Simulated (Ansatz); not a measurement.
C₃HN₃Sn, SMILES `N#[C][SnH]([C]#N)[C]#N`. Total charge 0; spin multiplicity 1. Correlated methods include outer-core shells of Sn, which these sets cover unevenly. Sn takes the def2 core potential.

```xyz
8

N    -0.216   -3.062    0.278
C    -0.231   -1.911    0.305
Sn   -0.295    0.171    0.404
C    -1.022    0.837   -1.433
N    -1.448    1.223   -2.430
C     1.680    0.825    0.541
N     2.763    1.201    0.645
H    -1.232    0.715    1.690
```

(1) Give the diagnostics of a CCSD(T)/def2-TZVPP run (frozen core, the Gaussian-basis code of Ansatz). (Estimate.)

## Answers

(1) Ansatz gave: T1 = 0.0151, largest single amplitude 0.021, largest double 0.033, (T) share of the correlation energy 4.8 %, 9 CCSD cycles. The RHF solution is stable towards an unrestricted one. T1 lies under the customary mark of 0.02 for closed shells.
